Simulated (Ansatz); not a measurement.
All numbers were calculated with Ansatz.

A structure relaxed at PBE0-D4/def2-TZVP, charge 0, multiplicity 1:

| atom | x (Å) | y (Å) | z (Å) |
| --- | --- | --- | --- |
| O1 | 1.555 | 0.597 | -0.909 |
| Ga2 | 0.382 | 0.204 | 0.396 |
| O3 | 0.251 | -1.517 | 0.914 |
| O4 | -0.098 | 1.492 | 1.547 |
| S5 | -1.704 | 0.109 | -1.164 |
| H6 | 1.903 | 1.488 | -0.836 |
| H7 | 0.972 | -2.054 | 0.579 |
| H8 | -0.364 | 1.141 | 2.399 |
| H9 | -0.927 | -0.317 | -2.174 |
| H10 | -1.969 | -1.143 | -0.751 |

Question: Give its formula and SMILES.

Answer: GaH5O3S, `[OH][Ga-]([OH])([OH])[SH2+]`.

Question: Summarise the bond lengths by kind.

Answer: 3 × Ga–O 1.792 to 1.802 Å; 3 × H–O 0.959 Å; 1 × Ga–S 2.607 Å; 2 × H–S 1.344 to 1.345 Å.
